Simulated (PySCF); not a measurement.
**Copper: a sound run and one with changed settings**

Sound run: Cu [Ar] 3d10 4s1, Cu⁺ [Ar] 3d10. Calculation: PySCF 2.14, in cc-pVDZ-DK (6s5p3d1f, 43 functions); scalar relativity by spin-free X2C-1e. The sound run starts from symmetry-adapted Hartree-Fock orbitals and uses a fine grid where one is needed.

Changed run: radial step 1.2 in ln r (0.13 in the sound run). This setting is unsound on purpose.

| species | method | sound run (hartree) | changed run (hartree) | converged |
| --- | --- | --- | --- | --- |
| Cu | UHF | -1653.14842 | -1653.14842 | yes |
| Cu | LDA | -1651.90757 | -1647.49538 | yes |
| Cu | MN15 | -1655.84507 | -1652.61378 | yes |
| Cu⁺ | UHF | -1652.90646 | -1652.90646 | yes |
| Cu⁺ | LDA | -1651.58966 | -1647.05351 | yes |
| Cu⁺ | MN15 | -1655.55339 | -1652.35981 | yes |

Ionisation energy of Cu:

```tsv
method	sound run (eV)	changed run (eV)
UHF	6.584	6.584
LDA	8.651	12.024
MN15	7.937	6.911
```

A coarse radial grid mis-integrates the density and the exchange-correlation energy, with errors of either sign; Hartree-Fock needs no grid.

For comparison, NIST gives 7.726 eV between the lowest levels.
